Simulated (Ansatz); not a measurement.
`C[SiH](F)BS` + CH₃NH₂ → `CN[SiH](C)F` + `BS` at 500 K and 1 bar (cleavage of the Si–B bond).

Calculated with Ansatz (gas phase, PBE0-D4/def2-TZVP geometries, no zero-point term in ΔE). CCSD(T)/CBS is the MP2 limit (def2-TZVPP, def2-QZVPP) plus CCSD(T) − MP2 in def2-TZVPP, frozen cores. This one scheme is used for every species. Each species was taken in one conformer, which may not be the lowest.

| species | CCSD(T)/CBS energy (Eh) | H − E (kJ/mol) | S (J/(mol·K)) |
| --- | --- | --- | --- |
| `C[SiH](F)BS` | -853.19639 | 238.5 | 443.0 |
| CH₃NH₂ | -95.75281 | 191.8 | 270.3 |
| `CN[SiH](C)F` | -524.60225 | 322.9 | 429.2 |
| `BS` | -424.38198 | 102.0 | 273.9 |

H − E and S are ideal-gas, rigid-rotor, harmonic terms from PBE0-D4/def2-TZVP, for one conformer and one mirror image of each species. 1 Eh = 2625.50 kJ/mol, R = 8.31446 J/(mol·K).

Q: By hand: ΔE, ΔH, ΔS and ΔG.

A: ΔE = (-524.60225) + (-424.38198) − (-853.19639) − (-95.75281) = -0.03503 Eh = -92.0 kJ/mol. Δ(H − E) = 322.9 + 102.0 − 238.5 − 191.8 = -5.4, so ΔH = -97.4 kJ/mol. ΔS = 429.2 + 273.9 − 443.0 − 270.3 = -10.2 J/(mol·K). ΔG = -97.4 − 500 × (-10.2)/1000 = -92.3 kJ/mol.

Q: By hand: the equilibrium constant, and the temperature at which ΔG would vanish if ΔH and ΔS stayed fixed.

A: log₁₀ K = −ΔG/(RT ln 10) = 9.6. ΔG = 0 at ΔH/ΔS = 9549 K, far beyond where these terms or the molecules hold.

The number of gas molecules stays the same, so ΔS is small and ΔH decides. A doubt of 5 kJ/mol in ΔE shifts log₁₀ K by 0.5 here. Other conformers and mirror images would add mixing entropy, several J/(mol·K) or more a flexible species. Modes under 60 cm⁻¹, often nearly free rotors, make the harmonic entropy too high. These are equilibria of isolated gas molecules and say nothing of rates. Largest T1 diagnostic: 0.015 (customary marks: 0.02 for closed shells, 0.045 for open ones).
